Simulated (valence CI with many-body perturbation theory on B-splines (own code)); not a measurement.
## E1 transitions of Zr XXXVI

Method: configuration interaction combined with many-body perturbation theory (CI+MBPT): three valence electrons over a frozen Dirac-Fock core [He], a basis of 11 s, 11 p, 10 d, 8 f, 5 g, 2 h functions for each j, with the one-electron correlation potential Σ1 (screened to all orders), the two-electron term Σ2, the three-electron term Σ3, Breit, model QED; selected single and double excitations, second order for the rest, scaled by the run's own slope (own B-spline code, finite nucleus).

The last digits are not significant, and no measured levels were compared; by estimate large intervals hold to a few tenths of a per cent, small ones and those within an open d or f shell to about a per cent.

Lines 101 to 150 of 593 in falling wavelength, among levels below 3868.4 eV, chosen from the strongest by gf and those to the six lowest levels. Wavelengths and rates use the calculated energies. Electric multipoles are in the length gauge, E1 and E2 with the static RPA response of the core. Weak lines are less certain than strong ones. Lines between different terms over intervals too small for the method are left out, as are lines whose strength nearly cancels. The highest levels of a list are the least certain.

Levels are named by their leading jj configuration (3d3/2^4 stands for four electrons in 3d with j = 3/2), which in mixed levels can hold well under half, so a name can repeat and another be missing. Letters in brackets count levels of one name in rising energy.

| λ vac (Å) | Upper | Lower | A (s⁻¹) | S (a.u.) with core polarisation | S without |
| --- | --- | --- | --- | --- | --- |
| 168.0 | (2p1/2 2p3/2 3p3/2) J=1/2 [b] | (2p1/2 2p3/2 3s) J=3/2 [b] | 1.37e+10 | 6.43e-02 | 6.44e-02 |
| 161.6 | (2p3/2^2 3p3/2) J=3/2 [a] | (2p3/2^2 3s) J=3/2 | 1.28e+10 | 1.07e-01 | 1.07e-01 |
| 161.3 | (2s 2p3/2 3p3/2) J=5/2 [a] | (2s 2p3/2 3s) J=5/2 | 6.28e+09 | 7.80e-02 | 7.81e-02 |
| 129.4 | (2s 2p1/2 2p3/2) J=5/2 | (2s^2 2p3/2) J=3/2 | 1.57e+09 | 1.01e-02 | 1.01e-02 |
| 105.4 | (2p1/2^2 2p3/2) J=3/2 | (2s 2p1/2 2p3/2) J=3/2 [b] | 4.06e+09 | 9.37e-03 | 9.39e-03 |
| 103.2 | (2p1/2^2 4f7/2) J=7/2 | (2s 2p1/2 4f7/2) J=9/2 | 1.03e+10 | 4.49e-02 | 4.50e-02 |
| 101.5 | (2p1/2^2 4d5/2) J=5/2 | (2s 2p1/2 4d5/2) J=7/2 | 1.29e+10 | 3.98e-02 | 3.99e-02 |
| 81.53 | (2p1/2 2p3/2^2) J=5/2 | (2s 2p3/2^2) J=5/2 | 1.85e+10 | 2.97e-02 | 2.98e-02 |
| 80.14 | (2p1/2^2 2p3/2) J=3/2 | (2s 2p1/2 2p3/2) J=5/2 | 2.94e+10 | 2.98e-02 | 2.99e-02 |
| 71.83 | (2p3/2^2 3d5/2) J=9/2 | (2s 2p3/2 3d5/2) J=7/2 [b] | 2.71e+10 | 4.96e-02 | 4.97e-02 |
| 70.54 | (2p3/2^2 3s) J=5/2 | (2s 2p3/2 3s) J=3/2 [b] | 2.65e+10 | 2.76e-02 | 2.76e-02 |
| 70.52 | (2p3/2^2 3p3/2) J=7/2 | (2s 2p3/2 3p3/2) J=5/2 [b] | 3.67e+10 | 5.08e-02 | 5.09e-02 |
| 70.41 | (2p1/2^2 2p3/2) J=3/2 | (2s 2p1/2 2p3/2) J=3/2 [a] | 1.38e+10 | 9.49e-03 | 9.51e-03 |
| 68.61 | (2p3/2^2 3d3/2) J=7/2 | (2s 2p3/2 3d3/2) J=5/2 [b] | 2.60e+10 | 3.31e-02 | 3.32e-02 |
| 68.57 | (2p3/2^2 3p1/2) J=5/2 | (2s 2p3/2 3p1/2) J=3/2 [b] | 3.65e+10 | 3.48e-02 | 3.49e-02 |
| 65.07 | (2s 2p3/2^2) J=5/2 | (2s^2 2p3/2) J=3/2 | 2.20e+10 | 1.79e-02 | 1.80e-02 |
| 63.49 | (2p1/2 2p3/2^2) J=3/2 | (2s 2p1/2 2p3/2) J=3/2 [b] | 1.39e+10 | 7.00e-03 | 7.02e-03 |
| 59.90 | (2p3/2^3) J=3/2 | (2s 2p3/2^2) J=3/2 | 1.33e+11 | 5.65e-02 | 5.66e-02 |
| 59.12 | (2p1/2 2p3/2^2) J=5/2 | (2s 2p1/2 2p3/2) J=3/2 [b] | 4.33e+10 | 2.65e-02 | 2.65e-02 |
| 58.95 | (2p3/2^2 3d5/2) J=5/2 [b] | (2s 2p3/2 3d5/2) J=5/2 [b] | 5.52e+10 | 3.35e-02 | 3.36e-02 |
| 58.87 | (2p1/2 2p3/2 3d5/2) J=9/2 | (2s 2p1/2 3d5/2) J=7/2 | 3.14e+10 | 3.16e-02 | 3.17e-02 |
| 58.53 | (2p1/2 2p3/2 3p3/2) J=5/2 [a] | (2s 2p1/2 3p3/2) J=3/2 [a] | 4.34e+10 | 2.58e-02 | 2.58e-02 |
| 58.47 | (2p1/2 2p3/2 3p3/2) J=7/2 | (2s 2p1/2 3p3/2) J=5/2 | 4.33e+10 | 3.42e-02 | 3.43e-02 |
| 58.34 | (2p3/2^2 3p3/2) J=5/2 | (2s 2p3/2 3p3/2) J=5/2 [a] | 4.37e+10 | 2.57e-02 | 2.58e-02 |
| 57.43 | (2s 2p3/2 3d5/2) J=7/2 [b] | (2s^2 3d5/2) J=5/2 | 6.86e+10 | 5.13e-02 | 5.15e-02 |
| 57.07 | (2p3/2^2 3s) J=1/2 | (2s 2p3/2 3s) J=3/2 [b] | 1.25e+11 | 2.28e-02 | 2.29e-02 |
| 56.90 | (2s 2p3/2 4f5/2) J=5/2 [b] | (2s^2 4f5/2) J=5/2 | 8.85e+10 | 4.83e-02 | 4.84e-02 |
| 56.89 | (2p3/2^2 3d5/2) J=5/2 [b] | (2s 2p3/2 3d5/2) J=7/2 [b] | 7.53e+10 | 4.10e-02 | 4.11e-02 |
| 56.86 | (2s 2p3/2 4f7/2) J=7/2 [b] | (2s^2 4f7/2) J=7/2 | 7.17e+10 | 5.20e-02 | 5.22e-02 |
| 56.81 | (2s 2p3/2 4d5/2) J=7/2 [b] | (2s^2 4d5/2) J=5/2 | 7.68e+10 | 5.56e-02 | 5.58e-02 |
| 56.74 | (2s 2p3/2 4p3/2) J=5/2 [b] | (2s^2 4p3/2) J=3/2 | 8.84e+10 | 4.78e-02 | 4.80e-02 |
| 56.66 | (2s 2p3/2 3p3/2) J=5/2 [b] | (2s^2 3p3/2) J=3/2 | 7.94e+10 | 4.28e-02 | 4.29e-02 |
| 56.65 | (2p1/2 2p3/2 3p1/2) J=5/2 | (2s 2p1/2 3p1/2) J=3/2 | 4.36e+10 | 2.35e-02 | 2.36e-02 |
| 56.59 | (2s 2p3/2 4f5/2) J=7/2 [b] | (2s^2 4f5/2) J=5/2 | 6.37e+10 | 4.56e-02 | 4.57e-02 |
| 56.58 | (2s 2p3/2 4f7/2) J=9/2 [b] | (2s^2 4f7/2) J=7/2 | 7.65e+10 | 6.84e-02 | 6.86e-02 |
| 56.53 | (2p3/2^2 3d3/2) J=3/2 [b] | (2s 2p3/2 3d3/2) J=5/2 [b] | 8.23e+10 | 2.94e-02 | 2.94e-02 |
| 56.48 | (2s 2p3/2 4d3/2) J=3/2 [b] | (2s^2 4d3/2) J=3/2 | 9.59e+10 | 3.41e-02 | 3.42e-02 |
| 56.47 | (2p3/2^2 3p3/2) J=3/2 [b] | (2s 2p3/2 3p3/2) J=5/2 [b] | 7.63e+10 | 2.71e-02 | 2.72e-02 |
| 56.39 | (2s 2p3/2 4d3/2) J=5/2 [b] | (2s^2 4d3/2) J=3/2 | 7.62e+10 | 4.05e-02 | 4.06e-02 |
| 56.34 | (2p1/2 2p3/2 3s) J=5/2 | (2s 2p1/2 3s) J=3/2 | 4.13e+10 | 2.19e-02 | 2.19e-02 |
| 56.33 | (2s 2p3/2 4d5/2) J=5/2 [b] | (2s^2 4d5/2) J=5/2 | 9.58e+10 | 5.07e-02 | 5.08e-02 |
| 56.28 | (2s 2p3/2 4f7/2) J=5/2 [b] | (2s^2 4f7/2) J=7/2 | 9.60e+10 | 5.07e-02 | 5.08e-02 |
| 56.28 | (2s 2p3/2 4p1/2) J=3/2 [b] | (2s^2 4p1/2) J=1/2 | 9.21e+10 | 3.24e-02 | 3.25e-02 |
| 56.25 | (2s 2p3/2 4f5/2) J=3/2 [b] | (2s^2 4f5/2) J=5/2 | 9.93e+10 | 3.49e-02 | 3.50e-02 |
| 56.23 | (2s 2p3/2 3d3/2) J=5/2 [b] | (2s^2 3d3/2) J=3/2 | 6.90e+10 | 3.64e-02 | 3.65e-02 |
| 56.19 | (2s 2p3/2 4p3/2) J=3/2 [b] | (2s^2 4p3/2) J=3/2 | 9.72e+10 | 3.40e-02 | 3.41e-02 |
| 56.14 | (2s 2p3/2 4s) J=3/2 [b] | (2s^2 4s) J=1/2 | 9.27e+10 | 3.24e-02 | 3.25e-02 |
| 55.94 | (2s 2p3/2 4d5/2) J=3/2 [b] | (2s^2 4d5/2) J=5/2 | 1.11e+11 | 3.82e-02 | 3.83e-02 |
| 55.72 | (2s 2p3/2 3d3/2) J=3/2 [b] | (2s^2 3d3/2) J=3/2 | 9.26e+10 | 3.16e-02 | 3.17e-02 |
| 55.53 | (2s 2p3/2 3p3/2) J=3/2 [b] | (2s^2 3p3/2) J=3/2 | 8.08e+10 | 2.73e-02 | 2.74e-02 |
